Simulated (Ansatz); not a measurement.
The cluster Li7⁺, relaxed as a singlet with RKS PBE/def2-TZVP in Ansatz, starting from the GFN1-xTB geometry. Force threshold 0.02 eV/Å.

The restricted singlet is unstable towards broken spin symmetry in Hartree–Fock (as tested in another run); at PBE/def2-TZVP this wasn't settled. The structure comes from a short search, and lower isomers may exist.

Start:

```xyz
7

Li   -1.664   -1.622   -0.325
Li   -2.033    1.125   -0.382
Li    2.288    0.315    0.428
Li    0.253    0.030   -1.260
Li   -0.237   -0.039    1.230
Li    0.380    2.335    0.152
Li    1.011   -2.143    0.156
```

| step | energy (eV) | largest force component (eV/Å) | SCF passes |
| --- | --- | --- | --- |
| 1 | -1422.7533 | 0.815 | 26 |
| 2 | -1423.3067 | 0.310 | 28 |
| 3 | -1423.4354 | 0.173 | 24 |
| 4 | -1423.4407 | 0.119 | 24 |
| 5 | -1423.4457 | 0.013 | 24 |

Force components are those of the run's own axes.

End:

```xyz
7

Li   -1.9390   -1.8951   -0.4098
Li   -2.3776    1.2986   -0.4249
Li    2.6674    0.3685    0.5159
Li    0.2396    0.0269   -1.2577
Li   -0.2395   -0.0269    1.2577
Li    0.4701    2.6975    0.1470
Li    1.1790   -2.4695    0.1718
```

By distances, no bond broke or formed. The bond that changes most is Li2–Li6, from 2.75 to 3.22 Å (atoms count from 1).

No frequencies were taken in this run, so the end may be a saddle point.

Run time 4.4 s (4 threads of Arm Neoverse V1 on a shared host).
